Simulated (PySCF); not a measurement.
## [SeCl3]-: one-bond stretch

Computed with PySCF, PBE0, basis Se def2-SVPD, Cl def2-SVPD (no relativity, density fitting).

Rigid scan from the singlet minimum (Se–Cl 2.216 Å, Se–Cl 2.453 Å (×2); Cl–Se–Cl 94.3° (×2), Cl–Se–Cl 171.3°). Coordinate: the bond from Se to the last atom (Cl) scaled, the rest fixed. Energies in kJ/mol from the minimum.

Question: Predict the curve at 0.92, 0.96, 1.00, 1.05, 1.12, 1.20, 1.35, 1.55, 1.80, 2.20.

Answer: 
| scale of one bond | E (kJ/mol) | dipole size (D, about the centre of mass) |
| --- | --- | --- |
| 0.92 | 14.0 | 1.76 |
| 0.96 | 3.0 | 0.92 |
| 1.00 | 0.0 | 0.43 |
| 1.05 | 3.5 | 1.17 |
| 1.12 | 16.4 | 2.48 |
| 1.20 | 36.2 | 3.91 |
| 1.35 | 74.2 | 6.32 |
| 1.55 | 112.9 | – |
| 1.80 | 141.5 | – |
| 2.20 | 162.1 | – |

At long bonds a restricted determinant can lie too high, and another spin state can fall below this curve.

Other isomers or separated fragments may lie lower.

The scan took 100 s on 2 threads of a shared Intel Xeon @ 2.50GHz (Skylake/Cascade Lake) host; the process peaked at 1.3 GiB.
